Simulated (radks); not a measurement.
Values are calculated unless marked as measured or tabulated.
Task: Ionisation ladder of rhodium, from Rh XXXVII to Rh XLI. Each ion is in the ground configuration listed by NIST, and IE = E(next ion) - E(this ion). Code: a radial shooting solver on a logarithmic mesh with Libxc functionals. Model: Dirac Kohn-Sham, PBE, spin-unpolarised, spherical densities, point nucleus; open shells are shared between the two j in proportion to 2j + 1.

species     configuration  IE, Delta-SCF (eV)  -e(HOMO) (eV)   HOMO  <r> HOMO (bohr)
Rh XXXVII    [He] 2s2 2p5              5264.2         5115.8  2p3/2            0.121
Rh XXXVIII   [He] 2s2 2p4              5459.3         5308.7  2p3/2            0.120
Rh XXXIX     [He] 2s2 2p3                   ?         5503.6  2p3/2            0.119
Rh XL        [He] 2s2 2p2                   ?         5700.1  2p3/2            0.117
Rh XLI       [He] 2s2 2p1              6054.0         5897.8  2p3/2            0.116

Estimate the withheld Delta-SCF values.

Result: Rh XXXIX: 5656.3 eV (NIST 5600); Rh XL: 5854.7 eV (NIST 5940).

Beside tabulated values, note that spin-unpolarised runs miss the spin-polarisation part of the exchange energy of open shells.
